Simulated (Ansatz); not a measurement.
**Molecular dynamics of Cl₃FSi**

Input file:

```yaml
crystal:
  periodic: [false, false, false]
  atoms:
    - { symbol: Si, position_ang: [-0.014982, 0.0, 0.005818] }
    - { symbol: Cl, position_ang: [-0.00845, 0.0, 2.09392] }
    - { symbol: F, position_ang: [1.503679, 0.0, -0.530901] }
    - { symbol: Cl, position_ang: [-0.993623, 1.706888, -0.693468] }
    - { symbol: Cl, position_ang: [-0.993623, -1.706888, -0.693468] }
basis:
  gaussian: { orbitals: STO-3G }
hamiltonian:
  xc: pbe0
md:
  timestep: 1.0
  n_steps: 500
  ensemble: nve
  temperature: 200.0
  initial_velocities: maxwell_boltzmann
  seed: 245522
```

Run as:

```bash
$ ansatz run input.yaml --threads 1 --pin off --max-ram 2048MiB --backend cpu --events-out ev --progress --plain --runs-dir out
```

It starts from a relaxed structure.

Output, in part (step lines, the closing report, with atoms numbered from 0):

```
md step     0: t =     0.00 fs  T =   200.0 K  F+E_penalty+E_count = -47611.16270088 eV  E_kin = 0.077556 eV  conserved = -47611.08514488 eV  (21 SCF iters)
md step     1: t =     1.00 fs  T =   198.2 K  F+E_penalty+E_count = -47611.16201641 eV  E_kin = 0.076875 eV  conserved = -47611.08514144 eV  (19 SCF iters)
md step     2: t =     2.00 fs  T =   193.0 K  F+E_penalty+E_count = -47611.15996034 eV  E_kin = 0.074829 eV  conserved = -47611.08513116 eV  (19 SCF iters)
md step     3: t =     3.00 fs  T =   184.6 K  F+E_penalty+E_count = -47611.15668629 eV  E_kin = 0.071570 eV  conserved = -47611.08511626 eV  (19 SCF iters)
md step     4: t =     4.00 fs  T =   173.6 K  F+E_penalty+E_count = -47611.15243012 eV  E_kin = 0.067333 eV  conserved = -47611.08509727 eV  (19 SCF iters)
md step     5: t =     5.00 fs  T =   161.0 K  F+E_penalty+E_count = -47611.14749183 eV  E_kin = 0.062416 eV  conserved = -47611.08507612 eV  (20 SCF iters)
md step     6: t =     6.00 fs  T =   147.4 K  F+E_penalty+E_count = -47611.14220791 eV  E_kin = 0.057153 eV  conserved = -47611.08505463 eV  (20 SCF iters)
md step     7: t =     7.00 fs  T =   133.8 K  F+E_penalty+E_count = -47611.13692280 eV  E_kin = 0.051888 eV  conserved = -47611.08503442 eV  (19 SCF iters)
[... lines left out ...]
md step   497: t =   497.00 fs  T =    81.4 K  F+E_penalty+E_count = -47611.11666277 eV  E_kin = 0.031568 eV  conserved = -47611.08509481 eV  (18 SCF iters)
md step   498: t =   498.00 fs  T =    92.8 K  F+E_penalty+E_count = -47611.12109890 eV  E_kin = 0.035987 eV  conserved = -47611.08511197 eV  (18 SCF iters)
md step   499: t =   499.00 fs  T =   101.9 K  F+E_penalty+E_count = -47611.12462348 eV  E_kin = 0.039500 eV  conserved = -47611.08512362 eV  (18 SCF iters)
md step   500: t =   500.00 fs  T =   108.1 K  F+E_penalty+E_count = -47611.12704851 eV  E_kin = 0.041920 eV  conserved = -47611.08512897 eV  (20 SCF iters)
Total energy: -47611.12706139 eV, -1749.6766475251 hartree
Atom 0 at     0.004028    -0.004082    -0.030717 Å, force    -0.106583     0.057539     0.356188 eV/Å
Atom 1 at    -0.061836    -0.018551     2.054448 Å, force     0.210462     0.031133     0.140345 eV/Å
Atom 2 at     1.513094     0.056616    -0.584007 Å, force     0.072658    -0.191268     0.012991 eV/Å
Atom 3 at    -0.960482     1.722976    -0.663303 Å, force    -0.200860     0.165948    -0.224462 eV/Å
Atom 4 at    -0.993485    -1.731532    -0.626755 Å, force     0.024323    -0.063352    -0.285061 eV/Å
Dipole moment:     0.377233    -0.015448    -0.187167 e Å
```

The steps, from the saved trajectory:

| time (fs) | T (K) | potential energy less start (eV) | conserved less start (meV/atom) |
| --- | --- | --- | --- |
| 0.0 | 200 | 0.000 | 0.00 |
| 16.0 | 94 | 0.041 | 0.02 |
| 32.0 | 84 | 0.045 | 0.01 |
| 48.0 | 89 | 0.043 | 0.01 |
| 64.0 | 66 | 0.052 | 0.03 |
| 80.0 | 117 | 0.032 | 0.02 |
| 96.0 | 97 | 0.040 | 0.02 |
| 112.0 | 84 | 0.045 | 0.03 |
| 128.0 | 126 | 0.029 | 0.02 |
| 144.0 | 113 | 0.034 | 0.02 |
| 160.0 | 42 | 0.061 | 0.03 |
| 176.0 | 114 | 0.034 | 0.01 |
| 192.0 | 72 | 0.050 | 0.02 |
| 208.0 | 123 | 0.030 | 0.02 |
| 224.0 | 171 | 0.011 | 0.00 |
| 240.0 | 84 | 0.045 | 0.02 |
| 256.0 | 108 | 0.036 | 0.01 |
| 272.0 | 80 | 0.047 | 0.01 |
| 288.0 | 58 | 0.055 | 0.03 |
| 304.0 | 111 | 0.035 | 0.02 |
| 320.0 | 129 | 0.028 | 0.02 |
| 336.0 | 80 | 0.047 | 0.03 |
| 352.0 | 133 | 0.026 | 0.01 |
| 368.0 | 74 | 0.049 | 0.02 |
| 384.0 | 71 | 0.050 | 0.02 |
| 400.0 | 131 | 0.027 | 0.01 |
| 416.0 | 49 | 0.059 | 0.03 |
| 432.0 | 121 | 0.031 | 0.02 |
| 448.0 | 154 | 0.018 | 0.01 |
| 464.0 | 106 | 0.036 | 0.02 |
| 480.0 | 101 | 0.038 | 0.01 |
| 496.0 | 68 | 0.051 | 0.01 |

The run went to its last step. The conserved energy stayed within 0.036 meV per atom of its start (net change 0.0032 meV per atom), so the integration is sound. Over the second half the temperature averaged 0.48 of the 200 K drawn at the start: a run that starts near a minimum puts about half its kinetic energy into the potential. A run of 0.5 ps of so small a system gives no equilibrium averages. Limits of this set-up: minimal basis.

The same pairs are bonded in the first frame and the last. Pairs count as bonded within 1.25 times the sum of covalent radii (0.12 Å more for H–H).

Last frame:

```xyz
5
Properties=species:S:1:pos:R:3
Si 0.004 -0.004 -0.031
Cl -0.062 -0.019 2.054
F 1.513 0.057 -0.584
Cl -0.961 1.723 -0.663
Cl -0.994 -1.732 -0.627
```

Time of the run: 12 min on 1 thread of Arm Neoverse V2, with other jobs on the host, peak memory 0.11 GiB.
